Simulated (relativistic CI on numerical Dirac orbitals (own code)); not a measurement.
Transition arrays of Tm24+

Computed by Dirac-Coulomb-Breit CI, separate exchange-only KLI orbitals for each configuration, model QED (radiative potential, 1s self-energy scaled to tabulated hydrogen-like ionisation energies), valence Slater integrals scaled by 0.9, whole transition arrays (own radial code, finite nucleus).

CI space (outside the closed core [Ar] 3d10 4s2): 4p⁶4d⁹, 4p⁶4d⁸4f, 4p⁵4d¹⁰, 4p⁶4d⁸5p, 4p⁶4d⁸5f. Levels of other configurations are missing.

All E1 lines from the levels of 4p⁶4d⁹; mean and standard deviation are weighted by gf, and upper levels are sorted by their leading configuration.

```
Upper configuration  Lines   Σgf  Mean (eV)  Mean (nm)  σ (eV)  Strongest line (nm)
           4p⁶4d⁸4f     81  64.4     216.59      5.724    4.96                5.681
            4p⁵4d¹⁰      3   5.2     226.37      5.477   16.81                5.385
           4p⁶4d⁸5p     60   8.7     328.83      3.770    5.42                3.819
           4p⁶4d⁸5f     81  16.5     469.91      2.638    5.44                2.662
```

Σgf per state of the lower configuration in bins of 0.1 nm over the central range (centre: value): 2.65: 1.56, 3.65: 0.07, 3.75: 0.52, 3.85: 0.27, 5.35: 0.49, 5.65: 3.25, 5.75: 3.08.

Problem. How do configuration mixing and the scaling of the Slater integrals move the arrays?

Solution. Slater scale 0.9, no configuration mixing: 4p⁶4d⁸4f 215.2 ± 6.2 eV (Σgf 62.8), 4p⁵4d¹⁰ 182.7 ± 22.0 eV (Σgf 4.3), 4p⁶4d⁸5p 329.1 ± 5.4 eV (Σgf 10.0), 4p⁶4d⁸5f 469.9 ± 5.4 eV (Σgf 17.0); Slater scale 1: 4p⁶4d⁸4f 220.8 ± 5.0 eV (Σgf 65.7), 4p⁵4d¹⁰ 230.3 ± 16.9 eV (Σgf 5.4), 4p⁶4d⁸5p 328.9 ± 5.5 eV (Σgf 8.5), 4p⁶4d⁸5f 470.0 ± 5.5 eV (Σgf 16.5); Slater scale 0.8: 4p⁶4d⁸4f 212.4 ± 4.9 eV (Σgf 63.2), 4p⁵4d¹⁰ 222.5 ± 16.8 eV (Σgf 5.0), 4p⁶4d⁸5p 328.7 ± 5.3 eV (Σgf 8.8), 4p⁶4d⁸5f 469.8 ± 5.3 eV (Σgf 16.5). With mixing, levels are counted to their leading configuration, so an array can shrink or vanish into another, and the sums then hold other lines.
